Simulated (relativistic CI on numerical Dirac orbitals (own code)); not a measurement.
## Zn³⁺ (3d9) in a crystal field

Calculated by Dirac-Coulomb-Breit CI, separate exchange-only KLI orbitals for each configuration, model QED (radiative potential, 1s self-energy scaled to tabulated hydrogen-like ionisation energies), valence Slater integrals scaled by 0.65, one configuration in a parametric crystal field (own radial code).

Field parameters in Wybourne normalisation: Td as Oh with Dq negative (B⁴₀ = 21Dq, B⁴₄ = √(5/14) B⁴₀). The field is a parameter set, without covalency.

S is read from ⟨S²⟩ = S(S + 1).

Powder χT (cm³ K mol⁻¹) by Van Vleck's formula, with temperature-independent terms:

| Field | 2 K | 5 K | 10 K | 20 K | 50 K | 100 K | 200 K | 300 K |
| --- | --- | --- | --- | --- | --- | --- | --- | --- |
| Td, 10Dq = -1800 cm⁻¹ | 0.38 | 0.386 | 0.397 | 0.419 | 0.486 | 0.596 | 0.813 | 1 |
| Td, 10Dq = -3300 cm⁻¹ | 0.378 | 0.383 | 0.39 | 0.405 | 0.45 | 0.525 | 0.675 | 0.817 |
| Td, 10Dq = -4750 cm⁻¹ | 0.378 | 0.382 | 0.388 | 0.4 | 0.438 | 0.5 | 0.624 | 0.744 |
| Td, 10Dq = -6250 cm⁻¹ | 0.378 | 0.381 | 0.386 | 0.397 | 0.43 | 0.486 | 0.596 | 0.703 |
| Td, 10Dq = -7700 cm⁻¹ | 0.377 | 0.381 | 0.386 | 0.396 | 0.426 | 0.477 | 0.579 | 0.678 |
| Td, 10Dq = -9150 cm⁻¹ | 0.377 | 0.38 | 0.385 | 0.395 | 0.423 | 0.471 | 0.567 | 0.662 |
| Td, 10Dq = -10650 cm⁻¹ | 0.377 | 0.38 | 0.385 | 0.394 | 0.421 | 0.467 | 0.559 | 0.649 |
| Td, 10Dq = -12100 cm⁻¹ | 0.377 | 0.38 | 0.384 | 0.393 | 0.42 | 0.464 | 0.553 | 0.64 |

For Td, 10Dq = -7700 cm⁻¹: what effective moment follows at 300 K?

μ_eff = √(8χT) = 2.33 μB. The ground level has S = 0.50; the spin-only moment for S = 1/2 is 1.73 μB. The difference comes from the orbital moment, spin-orbit mixing of terms and temperature-independent paramagnetism, all larger in this ionic model than in covalent complexes.
